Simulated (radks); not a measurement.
Question: These are the eigenvalues of the occupied orbitals of an atom or ion with whole-number occupations (eV). All-electron calculation, Dirac Kohn-Sham, SOGGA, spin-unpolarised, spherical densities, point nucleus. Program: a radial shooting solver on a logarithmic mesh with Libxc functionals.

| orbital | eigenvalue |
|---|---|
| 1s1/2 | -31.7154 |
| 2p1/2 | -1.4949 |

Which element is it, and in what charge state? The configuration may be excited. Open shells, if any, fill j = l - 1/2 first.

Answer: Z = 2, helium, charge 0: He in 1s1 2p1. The 1s level, -1.1655 hartree, gives Z - s = 1.5 by -(Z - s)^2/2, which with screening and relativity narrows Z to a few neighbours, and the depths must fix Z and the occupations together.
